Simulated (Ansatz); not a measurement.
Gas-phase electronic energies from Ansatz, PBE0-D4/def2-TZVP geometries. CBS: MP2 limit from def2 TZ/QZ plus the TZ coupled-cluster correction, frozen cores. This one scheme is used for every species. DFT in def2-TZVPP. B3LYP here is the variant with VWN-RPA as its local correlation; programs differ in this. Each species was taken in one conformer, which may not be the lowest.

Consider the cleavage of the Si–Si bond: `C[SiH](O)[Si](O)(F)F` + H–F → `C[SiH](O)F` + `O[SiH](F)F`.

**Question.** Is it downhill or uphill in electronic energy at CCSD(T)/CBS, and by how much? (Best estimate.)

**Answer.** Ansatz gave: Downhill: ΔE = -175.8 kJ/mol.

**Question.** What do these levels give: PBE-D4, PBE0-D4, ωB97X-V, PBE, B3LYP, MP2/def2-TZVPP, SCS-MP2/def2-TZVPP, CCSD/def2-TZVPP, HF/def2-QZVPP, SCS-MP2/def2-QZVPP, HF/CBS(def2), CCSD/CBS(def2)? (Best estimate.)

**Answer.** The calculation gave: PBE-D4 -148.7, PBE0-D4 -157.4, ωB97X-V -174.0, PBE -156.8, B3LYP -183.8, MP2/def2-TZVPP -183.2, SCS-MP2/def2-TZVPP -188.1, CCSD/def2-TZVPP -182.6, HF/def2-QZVPP -212.6, SCS-MP2/def2-QZVPP -187.7, HF/CBS(def2) -212.9, CCSD/CBS(def2) -180.3 kJ/mol.

Largest T1 diagnostic among the species: 0.012.

The D4 term adds +12.9 kJ/mol with B3LYP and +7.6 kJ/mol with PBE0; it sums over pairs of atoms, weighted by their polarisabilities, and B3LYP, whose exchange is more repulsive, gets the larger term. In def2-TZVPP, CCSD(T) changes the Hartree–Fock value by +31.9 kJ/mol (the triples alone add +4.5 kJ/mol) and MP2 by +26.8 kJ/mol. From PBE to PBE0 (25 % exact exchange), in def2-TZVPP and without D4, ΔE moves by −8.1 kJ/mol.
